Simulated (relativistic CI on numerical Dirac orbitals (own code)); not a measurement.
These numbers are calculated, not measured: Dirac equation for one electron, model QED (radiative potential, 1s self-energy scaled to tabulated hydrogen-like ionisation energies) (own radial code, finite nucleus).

Configurations in the expansion: 1s, 2s, 2p, 3s, 3p, 3d, 4s, 4p, 4d, 4f, 5s, 5p, 5d, 5f, 5g, 6s, 6p, 6d. Levels of other configurations are missing.

Outline of the computed level scheme of S XVI. Lowest level of each configuration: 1s 2S_1/2 at 0.00 eV; 2p 2P°_1/2 at 2619.70 eV; 2s 2S_1/2 at 2619.81 eV; 3p 2P°_1/2 at 3105.86 eV; 3s 2S_1/2 at 3105.89 eV; 3d 2D_3/2 at 3106.75 eV; 4p 2P°_1/2 at 3275.89 eV; 4s 2S_1/2 at 3275.91 eV; 4d 2D_3/2 at 3276.27 eV.

Some strong electric-dipole decays among the lowest 14 levels: 2p 2P°_1/2 → 1s 2S_1/2 (4.1e+13 s⁻¹); 2p 2P°_3/2 → 1s 2S_1/2 (4.1e+13 s⁻¹); 3p 2P°_3/2 → 1s 2S_1/2 (1.1e+13 s⁻¹); 3p 2P°_1/2 → 1s 2S_1/2 (1.1e+13 s⁻¹); 4p 2P°_3/2 → 1s 2S_1/2 (4.5e+12 s⁻¹); 4p 2P°_1/2 → 1s 2S_1/2 (4.5e+12 s⁻¹); 3d 2D_5/2 → 2p 2P°_3/2 (4.2e+12 s⁻¹); 3d 2D_3/2 → 2p 2P°_1/2 (3.6e+12 s⁻¹).
